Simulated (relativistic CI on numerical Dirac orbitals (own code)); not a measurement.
Al III: q coefficients

Method of calculation: Dirac-Coulomb-Breit CI, orbitals from a KLI potential per configuration, valence Slater integrals scaled by 0.85, P86 correlation energy added to each configuration, derivatives by finite differences, QED left out (own radial code, finite nucleus).

Configurations in the expansion (outside the closed core [Ne]): 3s, 3p, 3d, 4s, 4p, 4d, 4f. Levels of other configurations are missing.

With x = (α/α₀)² − 1 an excitation energy changes as ω = ω₀ + qx; K = 2q/ω₀ is the relative enhancement. Terms are leading LS components, so labels can repeat.

Lowest level 3s 2S_1/2.

| Level | ω₀ (cm⁻¹) | q (cm⁻¹) | K |
| --- | --- | --- | --- |
| 3p 2P°_1/2 | 53005.9 | 213 | 0.00804 |
| 3p 2P°_3/2 | 53226.0 | 433.8 | 0.0163 |
| 3d 2D_5/2 | 114466.8 | 386.5 | 0.00675 |
| 3d 2D_3/2 | 114472.0 | 391.7 | 0.00684 |
| 4s 2S_1/2 | 124969.5 | 261.5 | 0.00418 |
| 4p 2P°_1/2 | 142585.7 | 324.6 | 0.00455 |
| 4p 2P°_3/2 | 142659.6 | 398.7 | 0.00559 |
| 4d 2D_5/2 | 164770.8 | 385 | 0.00467 |
| 4d 2D_3/2 | 164774.2 | 388.4 | 0.00471 |
| 4f 2F°_5/2 | 168141.2 | 382.7 | 0.00455 |
| 4f 2F°_7/2 | 168141.7 | 383.3 | 0.00456 |

Correlation outside the listed configurations is missing or only estimated: errors of thousands of cm⁻¹ between configurations and terms are usual at this charge. Rates and lifetimes follow the computed energies and can be off by large factors. The fine structure of a lone outer electron comes out too small, for d and f at times inverted, and misplaced configurations move strength between like terms.
